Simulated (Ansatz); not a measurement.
# Molecular dynamics, step by step

CH9GeN, singlet, PBE0-D4/def2-SVP (Ansatz 0.2.0). Settings (timestep in fs, temperature in K; T counts 30 degrees of freedom):

```yaml
hamiltonian: {xc: pbe0, dispersion: d4}
md: {n_steps: 40, timestep: 0.5, temperature: 100, ensemble: nve, seed: 942, initial_velocities: maxwell_boltzmann}
```

Start, the saddle point found with PBE0-D4 in triple zeta (not stationary at another level):

```
12
angstrom
Ge -0.8475 0.9621 0.6688
N 0.4843 0.1293 -0.5513
C 0.3848 -1.3198 -0.6916
H -2.0366 0.7695 -0.3455
H -0.7082 2.4750 0.8466
H -1.2241 0.1110 1.8839
H 1.1794 0.4721 0.3303
H 1.1000 0.8911 1.4412
H 0.5725 0.6015 -1.4476
H -0.5833 -1.6212 -1.0982
H 0.5028 -1.7650 0.2999
H 1.1758 -1.7058 -1.3364
```

```csv
step,time (fs),potential energy less the start (meV),kinetic energy (meV),T (K)
0,0.00,0.0,129.3,100
2,1.00,9.3,120.1,93
4,2.00,27.0,102.4,79
6,3.00,47.3,82.2,64
8,4.00,64.1,65.5,51
10,5.00,71.8,57.9,45
12,6.00,66.9,62.7,49
14,7.00,50.5,79.1,61
16,8.00,26.9,102.6,79
18,9.00,-0.4,129.9,100
20,10.00,-30.6,160.1,124
22,11.00,-65.0,194.6,151
24,12.00,-103.7,233.2,180
26,13.00,-144.5,273.9,212
28,14.00,-186.7,316.2,245
30,15.00,-234.0,363.6,281
32,16.00,-288.9,418.3,324
34,17.00,-347.8,477.2,369
36,18.00,-408.4,537.8,416
38,19.00,-473.4,602.8,466
40,20.00,-541.8,670.9,519
```

Step 30, positions (Å) and forces (eV/Å):

| atom | x | y | z | Fx | Fy | Fz |
| --- | --- | --- | --- | --- | --- | --- |
| Ge1 | -0.847 | 0.968 | 0.680 | 0.241 | 0.404 | 1.107 |
| N2 | 0.512 | 0.110 | -0.562 | -0.095 | -0.167 | -1.246 |
| C3 | 0.384 | -1.333 | -0.712 | 0.041 | 0.210 | -0.149 |
| H4 | -1.969 | 0.607 | -0.423 | 0.241 | 0.032 | 0.082 |
| H5 | -0.826 | 2.514 | 0.673 | -0.364 | -0.013 | 0.032 |
| H6 | -1.328 | 0.121 | 1.888 | -0.365 | 0.162 | -0.055 |
| H7 | 1.222 | 0.389 | 0.111 | 0.921 | 0.066 | 0.258 |
| H8 | 0.812 | 1.028 | 1.566 | -0.554 | -0.023 | -0.345 |
| H9 | 0.636 | 0.594 | -1.459 | -0.101 | -0.049 | 0.153 |
| H10 | -0.632 | -1.564 | -1.082 | 0.183 | -0.080 | 0.107 |
| H11 | 0.523 | -1.746 | 0.303 | 0.018 | -0.326 | -0.333 |
| H12 | 1.133 | -1.705 | -1.438 | -0.166 | -0.217 | 0.387 |

Last step (40):

Ge1  (-0.845, 0.971, 0.689)
N2  (0.527, 0.100, -0.583)
C3  (0.389, -1.347, -0.727)
H4  (-1.896, 0.584, -0.424)
H5  (-1.010, 2.504, 0.640)
H6  (-1.488, 0.206, 1.877)
H7  (1.389, 0.327, -0.031)
H8  (0.542, 1.111, 1.596)
H9  (0.642, 0.579, -1.476)
H10  (-0.641, -1.526, -1.064)
H11  (0.515, -1.743, 0.290)
H12  (1.108, -1.754, -1.441)
(Å)

The run took about 23 s on 4 CPU threads of an AMD EPYC 9R45 (shared host).
